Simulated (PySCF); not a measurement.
## Correlation energy of Ar+ (argon, charge +1)

[Ne] 3s2 3p5, 2P determinant. Calculation: PySCF 2.14, in cc-pVTZ-DK; scalar relativity by spin-free X2C-1e. Frozen: [Ne]; 7 electrons correlated.

MP2 pair energies summed by pair of shells (mhartree):

```csv
pair,energy,share (%)
3p-3p,-104.17,63.0
3s-3p,-51.95,31.4
3s-3s,-9.29,5.6
```

Total MP2 correlation energy: -165.41 mhartree.

Same-spin part -38.20 and opposite-spin part -127.21 mhartree; SCS-MP2 scales them by 1/3 and 6/5 to -165.38 mhartree.

| level | correlation energy (mhartree) |
| --- | --- |
| CCSD | -189.32 |
| (T) | -5.00 |
| CCSD(T) | -194.32 |

Diagnostics: T1 = 0.0061, D1 = 0.0207, largest double amplitude 0.052.

Q: Is a single reference adequate?

A: Yes: T1 lies below 0.03 and no double amplitude reaches 0.07.
